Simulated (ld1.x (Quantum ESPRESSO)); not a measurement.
PBEsol TM dataset for nitrogen (N), scalar-relativistic all-electron reference.

The input file (ld1.x (Quantum ESPRESSO) 7.5):

```
&input
   title='N', zed=7., rel=1, dft='PBESOL', iswitch=3,
   config='[He] 2s2 2p3 3d-2',
   nld=3, rlderiv=1.40, eminld=-3.0, emaxld=5.0, deld=0.02
 /
 &inputp
   pseudotype=2, tm=.true., lloc=-2, rcloc=1.00,
   nlcc=.true.,
   file_pseudopw='N.UPF', file_wfcaegen='ae.wfc', file_wfcncgen='nc.wfc', file_beta='beta', file_chi='chi'
 /
3
2S  1  0   2.00   0.00  0.70  0.70  0.0
2P  2  1   3.00   0.00  1.30  1.30  0.0
3D  3  2  -2.00   0.30  1.25  1.25  0.0
 &test
   configts(1)='2s2 2p3'
 /
```

Command:

```bash
ld1.x < N.in > N.out
```

Output (shortened: banner, matrices, multipoles, cross overlaps and the repeated all-electron block are left out):

```
Program LD1 v.7.5
     --------------------------- All-electron run ----------------------------

     N
     scalar relativistic calculation

     atomic number is  7.00
     dft =PBESOL   lsd =0 sic =0 latt =0  beta=0.20 tr2=1.0E-14
     Exchange-correlation= PBESOL
                           (   1   4  10   8   0   0   0)
     mesh =1085 r(mesh) =  99.89202 a.u. xmin = -7.00 dx = 0.01250
     1 Ry =  13.60569312 eV, c = 137.03599908

     n l     nl                  e(Ry)          e(Ha)          e(eV)
     1 0     1S 1( 2.00)       -28.1565       -14.0782      -383.0885
     2 0     2S 1( 2.00)        -1.3565        -0.6782       -18.4557
     2 1     2P 1( 3.00)        -0.5171        -0.2586        -7.0361

     final scf error:  8.8E-15 reached in  32 iterations

     Etot =    -108.483644 Ry,     -54.241822 Ha,   -1475.995173 eV

     Ekin =     108.209120 Ry,      54.104560 Ha,    1472.260086 eV
     Encl =    -255.679607 Ry,    -127.839804 Ha,   -3478.698271 eV
     Eh   =      51.672015 Ry,      25.836008 Ha,     703.033585 eV
     Exc  =     -12.685173 Ry,      -6.342587 Ha,    -172.590572 eV

     normalization and overlap integrals

     s(1S/1S) =  1.000000  <r> =   0.2302  <r2> =    0.0717  r(max) =   0.1483
     s(2S/2S) =  1.000000  <r> =   1.3234  <r2> =    2.1269  r(max) =   1.0167
     s(2P/2P) =  1.000000  <r> =   1.4836  <r2> =    2.9125  r(max) =   0.9793

     ------------------------ End of All-electron run ------------------------

     --------------------- Generating NC pseudopotential ---------------------

      Generating local potential from pseudized AE potential:
      Matching radius rcloc =   1.0000
      Enforcing V''(0)=0 (lloc=-2)

      Local pseudo, rcloc= 1.004 Estimated cut-off energy=    29.74 Ry

      Computing core charge for nlcc:

       r > 0.41 : true rho core
       r < 0.41 : rho core = a sin(br)/r    a=   7.81  b=   6.25

      Integrated core pseudo-charge :   0.74

      Wfc   2S  rcut= 0.708  Using Troullier-Martins method

      Wfc   2P  rcut= 1.289  Using Troullier-Martins method

      Wfc   3D  rcut= 1.257  Using Troullier-Martins method

     ------------------- End of pseudopotential generation -------------------

     Computing logarithmic derivative in   1.39844
     Computing logarithmic derivative in   1.39844
     Computing the partial wave expansion
     R is outside the sphere for l=    0 j= 0.00
     R is outside the sphere for l=    1 j= 0.00
     R is outside the sphere for l=    2 j= 0.00

     ---------------------- Testing the pseudopotential ----------------------

     N
     scalar relativistic calculation

     atomic number is  7.00   valence charge is  5.00
     dft =PBESOL   lsd =0 sic =0 latt =0  beta=0.20 tr2=1.0E-14
     mesh =1085 r(mesh) =  99.89202 xmin = -7.00 dx = 0.01250

     n l     nl             e AE (Ry)        e PS (Ry)    De AE-PS (Ry)
     1 0     2S   1( 2.00)       -1.35647       -1.35646       -0.00001
     2 1     2P   1( 3.00)       -0.51714       -0.51715        0.00001

     eps = 7.7E-16  iter =  4

     Etot =    -108.483644 Ry,     -54.241822 Ha,   -1475.995173 eV
     Etotps =   -20.689522 Ry,     -10.344761 Ha,    -281.495291 eV

     Ekin =      12.662985 Ry,       6.331493 Ha,     172.288690 eV
     Encl =     -42.197644 Ry,     -21.098822 Ha,    -574.128194 eV
     Ehrt =      16.264496 Ry,       8.132248 Ha,     221.289737 eV
     Ecxc =      -5.994592 Ry,      -2.997296 Ha,     -81.560579 eV
     (Ecc =      -1.411398 Ry,      -0.705699 Ha,     -19.203054 eV)
     Epseu=      -1.424767 Ry,      -0.712384 Ha,     -19.384944 eV

     ---------------------- End of pseudopotential test ----------------------
```

Generation and configuration tests took about 2.9 s on one core of a shared server CPU.

Transferability test of the new file with ld1.x, input:

```
&input
   title='N', zed=7., rel=1, dft='PBESOL', iswitch=2,
   config='[He] 2s2 2p3 3d-2'
 /
 &test
   file_pseudo='N.UPF', nconf=8,
   configts(1)='2s2 2p3',
   configts(2)='2s2 2p2',
   configts(3)='2s2 2p1',
   configts(4)='2s2 2p0',
   configts(5)='2s0 2p5',
   configts(6)='2s2 2p3.3',
   configts(7)='2s1 2p3',
   configts(8)='2s1 2p0'
 /
```

```bash
ld1.x < N.test.in > N.test.out
```

Pseudopotential blocks of its output, shortened (energy terms left out):

```
     ---------------------- Testing the pseudopotential ----------------------

     n l     nl             e AE (Ry)        e PS (Ry)    De AE-PS (Ry)
     1 0     2S   1( 2.00)       -1.35647       -1.35646       -0.00001
     2 1     2P   1( 3.00)       -0.51714       -0.51715        0.00001

     eps = 1.2E-15  iter =  4

     Etot =    -108.483644 Ry,     -54.241822 Ha,   -1475.995173 eV
     Etotps =   -20.689522 Ry,     -10.344761 Ha,    -281.495289 eV

     ---------------------- End of pseudopotential test ----------------------

          ---------------------- Testing the pseudopotential ----------------------

     n l     nl             e AE (Ry)        e PS (Ry)    De AE-PS (Ry)
     1 0     2S   1( 2.00)       -2.37440       -2.37447        0.00007
     2 1     2P   1( 2.00)       -1.51394       -1.51259       -0.00135

     eps = 7.6E-17  iter =  9

     Etot =    -107.489880 Ry,     -53.744940 Ha,   -1462.474316 eV
     Etotps =   -19.696130 Ry,      -9.848065 Ha,    -267.979501 eV
     dEtot_ae =       0.993765 Ry
     dEtot_ps =       0.993392 Ry,   Delta E=       0.000373 Ry

     ---------------------- End of pseudopotential test ----------------------

          ---------------------- Testing the pseudopotential ----------------------

     n l     nl             e AE (Ry)        e PS (Ry)    De AE-PS (Ry)
     1 0     2S   1( 2.00)       -3.59861       -3.59573       -0.00289
     2 1     2P   1( 1.00)       -2.74620       -2.73714       -0.00906  !

     eps = 5.4E-15  iter = 11

     Etot =    -105.377725 Ry,     -52.688863 Ha,   -1433.736989 eV
     Etotps =   -17.588272 Ry,      -8.794136 Ha,    -239.300630 eV
     dEtot_ae =       3.105919 Ry
     dEtot_ps =       3.101250 Ry,   Delta E=       0.004669 Ry

     ---------------------- End of pseudopotential test ----------------------

          ---------------------- Testing the pseudopotential ----------------------

     n l     nl             e AE (Ry)        e PS (Ry)    De AE-PS (Ry)
     1 0     2S   1( 2.00)       -4.98722       -4.97253       -0.01469  !
     2 1     2P   1( 0.00)       -4.17580       -4.14289       -0.03292  !

     eps = 1.5E-15  iter =  9

     Etot =    -101.931767 Ry,     -50.965884 Ha,   -1386.852344 eV
     Etotps =   -14.161306 Ry,      -7.080653 Ha,    -192.674385 eV
     dEtot_ae =       6.551877 Ry
     dEtot_ps =       6.528216 Ry,   Delta E=       0.023661 Ry

     ---------------------- End of pseudopotential test ----------------------

          ---------------------- Testing the pseudopotential ----------------------

     n l     nl             e AE (Ry)        e PS (Ry)    De AE-PS (Ry)
     1 0     2S   1( 0.00)       -1.42028       -1.41833       -0.00195
     2 1     2P   1( 5.00)       -0.57697       -0.57754        0.00057

     eps = 9.6E-15  iter =  8

     Etot =    -106.800849 Ry,     -53.400424 Ha,   -1453.099576 eV
     Etotps =   -19.009194 Ry,      -9.504597 Ha,    -258.633260 eV
     dEtot_ae =       1.682795 Ry
     dEtot_ps =       1.680328 Ry,   Delta E=       0.002467 Ry

     ---------------------- End of pseudopotential test ----------------------

          ---------------------- Testing the pseudopotential ----------------------

     n l     nl             e AE (Ry)        e PS (Ry)    De AE-PS (Ry)
     1 0     2S   1( 2.00)       -1.10263       -1.10249       -0.00014
     2 1     2P   1( 3.30)       -0.27380       -0.27381        0.00001

     eps = 2.9E-15  iter =  9

     Etot =    -108.601532 Ry,     -54.300766 Ha,   -1477.599118 eV
     Etotps =   -20.807422 Ry,     -10.403711 Ha,    -283.099394 eV
     dEtot_ae =      -0.117888 Ry
     dEtot_ps =      -0.117900 Ry,   Delta E=       0.000012 Ry

     ---------------------- End of pseudopotential test ----------------------

          ---------------------- Testing the pseudopotential ----------------------

     n l     nl             e AE (Ry)        e PS (Ry)    De AE-PS (Ry)
     1 0     2S   1( 1.00)       -2.38344       -2.38390        0.00046
     2 1     2P   1( 3.00)       -1.52190       -1.52272        0.00082

     eps = 2.5E-15  iter =  7

     Etot =    -106.628866 Ry,     -53.314433 Ha,   -1450.759623 eV
     Etotps =   -18.834585 Ry,      -9.417293 Ha,    -256.257585 eV
     dEtot_ae =       1.854779 Ry
     dEtot_ps =       1.854937 Ry,   Delta E=      -0.000158 Ry

     ---------------------- End of pseudopotential test ----------------------

          ---------------------- Testing the pseudopotential ----------------------

     n l     nl             e AE (Ry)        e PS (Ry)    De AE-PS (Ry)
     1 0     2S   1( 1.00)       -6.41075       -6.38914       -0.02161  !
     2 1     2P   1( 0.00)       -5.66962       -5.61287       -0.05675  !

     eps = 3.0E-15  iter =  9

     Etot =     -96.234359 Ry,     -48.117179 Ha,   -1309.335152 eV
     Etotps =    -8.482075 Ry,      -4.241037 Ha,    -115.404506 eV
     dEtot_ae =      12.249286 Ry
     dEtot_ps =      12.207447 Ry,   Delta E=       0.041838 Ry

     ---------------------- End of pseudopotential test ----------------------
```
